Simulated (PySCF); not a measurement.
C₄H₇O₂, SMILES [CH]1COCCO1, doublet (PBE0/def2-SVP optimised geometry):

```
13

C      1.244    -0.172    -1.081
C      0.677    -1.030     0.000
O     -0.731    -1.030     0.000
C     -1.222     0.283     0.000
C     -0.749     1.021    -1.235
O      0.665     1.032    -1.310
H      2.321    -0.164    -1.270
H      1.039    -0.685     1.001
H      1.015    -2.071    -0.120
H     -2.321     0.230     0.017
H     -0.889     0.825     0.910
H     -1.157     0.526    -2.135
H     -1.077     2.071    -1.227
```

Method: unrestricted PBE0/def2-TZVP run with PySCF.

### Question
What are the frontier orbital energies (α orbitals alone; a β orbital can be the lowest empty one) and the dipole moment?

### Answer
HOMO-2 -8.71 eV, HOMO-1 -7.53 eV, HOMO -5.14 eV, LUMO 1.53 eV, LUMO+1 1.95 eV; dipole moment 0.87 D.

On the same geometry unrestricted PBE/def2-TZVP (PySCF) gives HOMO-2 -7.15 eV, HOMO-1 -5.96 eV, HOMO -3.73 eV, LUMO 0.68 eV, LUMO+1 1.04 eV; dipole moment 0.88 D.

Meta-Löwdin charges at PBE0/def2-TZVP: C1 -0.02, C2 -0.02, O3 -0.39, C4 -0.01, C5 -0.02, O6 -0.32, H7 0.12, H8 0.09, H9 0.13, H10 0.13, H11 0.09, H12 0.11, H13 0.12.
